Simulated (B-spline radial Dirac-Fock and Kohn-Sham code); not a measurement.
# Relativistic shifts of the levels of W⁶⁷⁺

System: the W⁶⁷⁺ ion, [He] 2s2 2p3.

Both columns are ΔSCF binding energies of the configuration average from a radial finite-basis atomic code: non-relativistic Hartree-Fock with a point nucleus, and Dirac-Fock with a finite nucleus and the Coulomb interaction alone, averaged over the two j levels with weights 2j+1.

| shell | Hartree-Fock (eV) | Dirac-Fock (eV) | shift (eV) | shift (%) |
| --- | --- | --- | --- | --- |
| 1s | 71098.6 | 77065.0 | +5966.39 | +8.39 |
| 2s | 16675.0 | 18439.4 | +1764.37 | +10.58 |
| 2p | 16439.5 | 17152.2 | +712.71 | +4.34 |

Relativity binds 1s, 2s, 2p more strongly, among those listed most of all 2s in relative terms.

Values without a named source are computed, but for edge energies of neutral atoms, which are taken from tables.
